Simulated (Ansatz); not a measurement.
Born–Oppenheimer molecular dynamics of CH6Sn (8 atoms, charge 0, multiplicity 1). It goes on from the last frame of an earlier run, with new velocities.

All numbers below come from Ansatz 0.2.0, RKS PBE0-D4/def2-SVP.

- ensemble: NVT, Langevin thermostat
- time step: 0.5 fs
- steps asked: 166
- set temperature: 300 K
- friction: 0.01 /fs
- seed: 412822

First frame:

```xyz
8
Properties=species:S:1:pos:R:3
Sn -0.002 0.000 0.000
C 0.005 0.001 2.149
H -0.982 -0.371 2.553
H 0.786 -0.661 2.526
H 0.121 1.034 2.505
H 1.665 -0.109 -0.549
H -0.864 1.439 -0.557
H -0.870 -1.391 -0.604
```

Problem. How far do the bonds stretch over the last three quarters of this one trajectory? (Pairs bonded in most of those frames.)

Solution. 
```tsv
bond	mean (Å)	spread (Å)	shortest	longest
Sn1–C2	2.167	0.041	2.09	2.23
Sn1–H6	1.718	0.042	1.65	1.78
Sn1–H7	1.717	0.022	1.68	1.76
Sn1–H8	1.720	0.032	1.67	1.79
C2–H3	1.104	0.024	1.06	1.15
C2–H4	1.102	0.022	1.06	1.14
C2–H5	1.101	0.010	1.08	1.12
```

Mean temperature of the second half: 204 K. The mean temperature of the second half is 32 % below the set value. A run of 0.083 ps of so small a system gives no equilibrium averages.

Run time: 7.1 min on 1 thread of Arm Neoverse V1 (shared host), peak memory 0.13 GiB.
